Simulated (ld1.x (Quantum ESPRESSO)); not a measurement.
Transferability test, ultrasoft potential for krypton

| Property | Result |
| --- | --- |
| Element | krypton (Kr) |
| Generator | ld1.x (Quantum ESPRESSO) 7.5 |
| Type | ultrasoft |
| Functional | LDA (PZ) |
| Relativity | scalar-relativistic |
| Frozen core | [Ar] 3d10 |
| Valence charge | 8 |
| Reference configuration | 4s2 4p5.75 (charge +0.25) |
| Partial waves | 4s (bound): rcut 1.25, rcutus 1.40 bohr; 4s channel at -0.45 Ry: rcut 1.25, rcutus 1.40 bohr; 4p (bound): rcut 1.45, rcutus 1.55 bohr; 4p channel at -0.1 Ry: rcut 1.45, rcutus 1.55 bohr; 4d channel at 0.35 Ry: rcut 1.35, rcutus 1.45 bohr; 4d channel at 2.85 Ry: rcut 1.35, rcutus 1.45 bohr |
| Local potential | all-electron potential smoothed inside 1.22 bohr (lloc = -2) |
| Core correction | none |
| Augmentation charge | PSQ, inside the norm-conserving radii |

Energies are relative to the spin-unpolarised reference configuration 4s2 4p5.75; without spin polarisation the order of configurations can differ from experiment. Spin-polarised rows fill each open shell by Hund’s rule, majority spin first.

(1) Give the all-electron excitation energy and the error of the potential for: 4s2 4p6; 4s2 4p5; 4s2 4p4; 4s2 4p5.5; 4s2 4p3; 4s2 4p2; 4s1 4p6; 4s2 4p5.75 (spin-polarised); 4s2 4p5 (spin-polarised).

Results:

(1)

```csv
valence configuration,charge,ΔE all-electron (eV),error AE − PS (meV)
4s2 4p6,0,-2.653,+0.6
4s2 4p5,+1,11.784,-2.6
4s2 4p4,+2,37.121,-8.7
4s2 4p5.5,+0.5,3.277,-0.7
4s2 4p3,+3,74.395,-15
4s2 4p2,+4,124.468,-10
4s1 4p6,+1,26.321,-1.0
4s2 4p5.75 (spin-polarised),+0.25,-0.010,+1.4
4s2 4p5 (spin-polarised),+1,11.607,+24
```
